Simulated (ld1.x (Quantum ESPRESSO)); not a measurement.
Building the PAW potential for molybdenum (Mo) (BLYP, scalar-relativistic).

ld1.x (Quantum ESPRESSO) 7.5 was run on this input:

```
&input
   title='Mo', zed=42., rel=1, dft='BLYP', iswitch=3,
   config='[Kr] 4d5.5 5s0.5 5p0',
   nld=3, rlderiv=3.30, eminld=-2.0, emaxld=5.0, deld=0.02
 /
 &inputp
   pseudotype=3, lpaw=.true., tm=.true., lloc=-1, rcloc=1.45,
   nlcc=.true., new_core_ps=.true., rcore=1.10,
   which_augfun='PSQ', rmatch_augfun_nc=.true.,
   file_pseudopw='Mo.UPF', file_wfcaegen='ae.wfc', file_wfcncgen='nc.wfc', file_beta='beta', file_chi='chi', file_wfcusgen='us.wfc'
 /
6
5S  1  0   0.50   0.00  2.25  3.00  0.0
5S  1  0   0.00   1.60  2.25  3.00  0.0
5P  2  1   0.00   0.00  2.20  3.05  0.0
5P  2  1   0.00   4.50  2.20  3.05  0.0
4D  3  2   5.50   0.00  1.60  1.80  0.0
4D  3  2   0.00   0.60  1.60  1.80  0.0
 &test
   configts(1)='4d5.5 5s0.5 5p0'
 /
```

Command:

```bash
ld1.x < Mo.in > Mo.out
```

Output (shortened: banner, matrices, multipoles, cross overlaps and the repeated all-electron block are left out):

```
Program LD1 v.7.5
     --------------------------- All-electron run ----------------------------

     Mo
     scalar relativistic calculation

     atomic number is 42.00
     dft =BLYP   lsd =0 sic =0 latt =0  beta=0.20 tr2=1.0E-14
     Exchange-correlation= BLYP
                           (   1   3   1   3   0   0   0)
     mesh =1229 r(mesh) = 100.71859 a.u. xmin = -7.00 dx = 0.01250
     1 Ry =  13.60569312 eV, c = 137.03599908

     n l     nl                  e(Ry)          e(Ha)          e(eV)
     1 0     1S 1( 2.00)     -1457.1357      -728.5678    -19825.3409
     2 0     2S 1( 2.00)      -205.7172      -102.8586     -2798.9246
     2 1     2P 1( 6.00)      -183.9199       -91.9599     -2502.3573
     3 0     3S 1( 2.00)       -34.9173       -17.4587      -475.0743
     3 1     3P 1( 6.00)       -27.7765       -13.8882      -377.9179
     4 0     4S 1( 2.00)        -4.6406        -2.3203       -63.1382
     4 1     4P 1( 6.00)        -2.7411        -1.3706       -37.2948
     3 2     3D 1(10.00)       -16.1516        -8.0758      -219.7535
     4 2     4D 1( 5.50)        -0.2121        -0.1060        -2.8855
     5 0     5S 1( 0.50)        -0.2755        -0.1377        -3.7478
     5 1     5P 1( 0.00)        -0.0646        -0.0323        -0.8792

     final scf error:  4.7E-15 reached in  32 iterations

     Etot =   -8098.286777 Ry,   -4049.143389 Ha, -110182.804713 eV

     Ekin =    8350.409834 Ry,    4175.204917 Ha,  113613.113648 eV
     Encl =  -19518.928974 Ry,   -9759.464487 Ha, -265568.557715 eV
     Eh   =    3318.315322 Ry,    1659.157661 Ha,   45147.979959 eV
     Exc  =    -248.082959 Ry,    -124.041479 Ha,   -3375.340605 eV

     normalization and overlap integrals

     s(1S/1S) =  1.000000  <r> =   0.0352  <r2> =    0.0017  r(max) =   0.0229
     s(2S/2S) =  1.000000  <r> =   0.1537  <r2> =    0.0279  r(max) =   0.1303
     s(2P/2P) =  1.000000  <r> =   0.1339  <r2> =    0.0219  r(max) =   0.1041
     s(3S/3S) =  1.000000  <r> =   0.4290  <r2> =    0.2109  r(max) =   0.3819
     s(3P/3P) =  1.000000  <r> =   0.4307  <r2> =    0.2159  r(max) =   0.3771
     s(4S/4S) =  1.000000  <r> =   1.1076  <r2> =    1.3925  r(max) =   0.9874
     s(4P/4P) =  1.000000  <r> =   1.2402  <r2> =    1.7686  r(max) =   1.0643
     s(3D/3D) =  1.000000  <r> =   0.4154  <r2> =    0.2076  r(max) =   0.3206
     s(4D/4D) =  1.000000  <r> =   2.0921  <r2> =    5.6572  r(max) =   1.4012
     s(5S/5S) =  1.000000  <r> =   3.6797  <r2> =   15.6764  r(max) =   3.0037
     s(5P/5P) =  1.000000  <r> =   5.7368  <r2> =   39.5263  r(max) =   4.3160

     ------------------------ End of All-electron run ------------------------

     --------------------- Generating PAW atomic setup --------------------

      Generating local potential from pseudized AE potential:
      Matching radius rcloc =   1.4500

      Local pseudo, rcloc= 1.437 Estimated cut-off energy=    12.17 Ry

      Computing core charge for nlcc:

       r > 1.10 : true rho core
      Core charge pseudized with two Bessel functions
      Integrated core pseudo-charge :  11.15
      Wfc-us  5S rcutus= 2.966  Estimated cut-off energy=     5.04 Ry
      Wfc-us  5S rcutus= 2.966  Estimated cut-off energy=     9.07 Ry
      Wfc-us  5P rcutus= 3.041  Estimated cut-off energy=     7.64 Ry
      Wfc-us  5P rcutus= 3.041  Estimated cut-off energy=    17.46 Ry
      Wfc-us  4D rcutus= 1.799  Estimated cut-off energy=    34.99 Ry
      Wfc-us  4D rcutus= 1.799  Estimated cut-off energy=    37.80 Ry

     Required augmentation: PSQ   radius:    3.050000

     Q pseudized with Bessel functions
     Expected ecutrho=     160.0388 due to l1=  2   l2=  2

     Estimated PAW energy = -257.273852 Ryd

     ------------------- End of pseudopotential generation -------------------

     Computing logarithmic derivative in   3.29894
     Computing logarithmic derivative in   3.29894
     Computing the partial wave expansion
     R is outside the sphere for l=    0 j= 0.00
     R is outside the sphere for l=    0 j= 0.00
     R is outside the sphere for l=    1 j= 0.00
     R is outside the sphere for l=    1 j= 0.00
     R is outside the sphere for l=    2 j= 0.00
     R is outside the sphere for l=    2 j= 0.00

     ---------------------- Testing the pseudopotential ----------------------

     Mo
     scalar relativistic calculation

     atomic number is 42.00   valence charge is  6.00
     dft = SLA  LYP  B88  BLYP   lsd =0 sic =0 latt =0  beta=0.20 tr2=1.0E-14
     mesh =1229 r(mesh) = 100.71859 xmin = -7.00 dx = 0.01250

     n l     nl             e AE (Ry)        e PS (Ry)    De AE-PS (Ry)
     3 2     4D   1( 5.50)       -0.21208       -0.21208        0.00000
     1 0     5S   1( 0.50)       -0.27546       -0.27546        0.00000
     2 1     5P   1( 0.00)       -0.06462       -0.06462       -0.00000

     eps = 1.9E-16  iter =  4

     Etot =   -8098.286777 Ry,   -4049.143389 Ha, -110182.804713 eV
     Etotps =  -257.273855 Ry,    -128.636927 Ha,   -3500.389118 eV

     Ekin =      42.003525 Ry,      21.001762 Ha,     571.487066 eV
     Encl =     -66.316500 Ry,     -33.158250 Ha,    -902.281953 eV
     Ehrt =      15.122078 Ry,       7.561039 Ha,     205.746346 eV
     Ecxc =    -248.082957 Ry,    -124.041478 Ha,   -3375.340577 eV
     (Ecc =     -16.307359 Ry,      -8.153679 Ha,    -221.872917 eV)

     ---------------------- End of pseudopotential test ----------------------
```

Note: ghost states, extra bound levels that the all-electron valence spectrum of the same l lacks: s at -272.0 eV, p at -9.6 eV. A true bound ghost makes a file unfit for plane-wave use.

Generation and configuration tests took about 5 s on one core of a shared server CPU.

Transferability test of the new file with ld1.x, input:

```
&input
   title='Mo', zed=42., rel=1, dft='BLYP', iswitch=2,
   config='[Kr] 4d5.5 5s0.5 5p0'
 /
 &test
   file_pseudo='Mo.UPF', nconf=8,
   configts(1)='4d5.5 5s0.5 5p0',
   configts(2)='4d5 5s1 5p0',
   configts(3)='4d5 5s0 5p0',
   configts(4)='4d4 5s0 5p0',
   configts(5)='4d4 5s1 5p1',
   configts(6)='4d6 5s0 5p0',
   configts(7)='4d3 5s0 5p0',
   configts(8)='4d2 5s0 5p0'
 /
```

```bash
ld1.x < Mo.test.in > Mo.test.out
```

Pseudopotential blocks of its output, shortened (energy terms left out; the distinct warnings before each block abridged to one line each):

```
     ---------------------- Testing the pseudopotential ----------------------

     n l     nl             e AE (Ry)        e PS (Ry)    De AE-PS (Ry)
     3 2     4D   1( 5.50)       -0.21208       -0.21208        0.00000
     1 0     5S   1( 0.50)       -0.27546       -0.27546        0.00000
     2 1     5P   1( 0.00)       -0.06462       -0.06462       -0.00000

     eps = 1.3E-16  iter =  4

     Etot =   -8098.286777 Ry,   -4049.143389 Ha, -110182.804713 eV
     Etotps =  -257.273855 Ry,    -128.636927 Ha,   -3500.389118 eV

     ---------------------- End of pseudopotential test ----------------------

          ---------------------- Testing the pseudopotential ----------------------

     n l     nl             e AE (Ry)        e PS (Ry)    De AE-PS (Ry)
     3 2     4D   1( 5.00)       -0.26707       -0.26845        0.00138
     1 0     5S   1( 1.00)       -0.29782       -0.29744       -0.00038
     2 1     5P   1( 0.00)       -0.07465       -0.07437       -0.00028

     eps = 3.3E-15  iter =  9

     Etot =   -8098.310490 Ry,   -4049.155245 Ha, -110183.127340 eV
     Etotps =  -257.297227 Ry,    -128.648613 Ha,   -3500.707107 eV
     dEtot_ae =      -0.023713 Ry
     dEtot_ps =      -0.023372 Ry,   Delta E=      -0.000341 Ry

     ---------------------- End of pseudopotential test ----------------------

          ---------------------- Testing the pseudopotential ----------------------

     n l     nl             e AE (Ry)        e PS (Ry)    De AE-PS (Ry)
     3 2     4D   1( 5.00)       -0.76207       -0.76384        0.00176
     1 0     5S   1( 0.00)       -0.73196       -0.73216        0.00020
     2 1     5P   1( 0.00)       -0.44276       -0.44294        0.00019

     eps = 3.0E-15  iter =  7

     Etot =   -8097.800764 Ry,   -4048.900382 Ha, -110176.192166 eV
     Etotps =  -256.787499 Ry,    -128.393749 Ha,   -3493.771909 eV
     dEtot_ae =       0.486013 Ry
     dEtot_ps =       0.486356 Ry,   Delta E=      -0.000343 Ry

     ---------------------- End of pseudopotential test ----------------------

          ---------------------- Testing the pseudopotential ----------------------

     n l     nl             e AE (Ry)        e PS (Ry)    De AE-PS (Ry)
     3 2     4D   1( 4.00)       -1.52533       -1.54255        0.01722  !
     1 0     5S   1( 0.00)       -1.31572       -1.32002        0.00430
     2 1     5P   1( 0.00)       -0.94714       -0.95258        0.00545  !

     eps = 5.0E-16  iter =  7

     Etot =   -8096.668684 Ry,   -4048.334342 Ha, -110160.789428 eV
     Etotps =  -255.647429 Ry,    -127.823714 Ha,   -3478.260460 eV
     dEtot_ae =       1.618094 Ry
     dEtot_ps =       1.626426 Ry,   Delta E=      -0.008333 Ry

     ---------------------- End of pseudopotential test ----------------------

          ---------------------- Testing the pseudopotential ----------------------

     n l     nl             e AE (Ry)        e PS (Ry)    De AE-PS (Ry)
     3 2     4D   1( 4.00)       -0.49655       -0.50490        0.00834  !
     1 0     5S   1( 1.00)       -0.41521       -0.41499       -0.00023
     2 1     5P   1( 1.00)       -0.14590       -0.14576       -0.00014

     eps = 8.2E-15  iter = 13

     Etot =   -8098.041329 Ry,   -4049.020665 Ha, -110179.465223 eV
     Etotps =  -257.023471 Ry,    -128.511736 Ha,   -3496.982476 eV
     dEtot_ae =       0.245448 Ry
     dEtot_ps =       0.250384 Ry,   Delta E=      -0.004936 Ry

     ---------------------- End of pseudopotential test ----------------------

          ---------------------- Testing the pseudopotential ----------------------

     n l     nl             e AE (Ry)        e PS (Ry)    De AE-PS (Ry)
     3 2     4D   1( 6.00)       -0.16666       -0.16628       -0.00037
     1 0     5S   1( 0.00)       -0.25688       -0.25752        0.00064
     2 1     5P   1( 0.00)       -0.05689       -0.05731        0.00043

     eps = 8.2E-15  iter =  9

     Etot =   -8098.248203 Ry,   -4049.124101 Ha, -110182.279880 eV
     Etotps =  -257.234940 Ry,    -128.617470 Ha,   -3499.859651 eV
     dEtot_ae =       0.038575 Ry
     dEtot_ps =       0.038915 Ry,   Delta E=      -0.000341 Ry

     ---------------------- End of pseudopotential test ----------------------

          ---------------------- Testing the pseudopotential ----------------------

     n l     nl             e AE (Ry)        e PS (Ry)    De AE-PS (Ry)
     3 2     4D   1( 3.00)       -2.41112       -2.46447        0.05335  !
     1 0     5S   1( 0.00)       -1.98152       -1.99929        0.01778  !
     2 1     5P   1( 0.00)       -1.53952       -1.56466        0.02514  !

     eps = 1.1E-15  iter =  7

     Etot =   -8094.709504 Ry,   -4047.354752 Ha, -110134.133434 eV
     Etotps =  -253.654785 Ry,    -126.827392 Ha,   -3451.149163 eV
     dEtot_ae =       3.577273 Ry
     dEtot_ps =       3.619070 Ry,   Delta E=      -0.041797 Ry

     ---------------------- End of pseudopotential test ----------------------

          Warning: n=2, l=1 expected 0 nodes, found 1
     ---------------------- Testing the pseudopotential ----------------------

     n l     nl             e AE (Ry)        e PS (Ry)    De AE-PS (Ry)
     3 2     4D   1( 2.00)       -3.39467       -3.50762        0.11295  !
     1 0     5S   1( 0.00)       -2.71583       -2.75920        0.04337  !
     2 1     5P   1( 0.00)       -2.20548       -2.20548        0.00000

     eps = 1.8E-16  iter =  7

     Etot =   -8091.814184 Ry,   -4045.907092 Ha, -110094.740594 eV
     Etotps =  -250.678129 Ry,    -125.339064 Ha,   -3410.649695 eV
     dEtot_ae =       6.472593 Ry
     dEtot_ps =       6.595726 Ry,   Delta E=      -0.123133 Ry

     ---------------------- End of pseudopotential test ----------------------
```
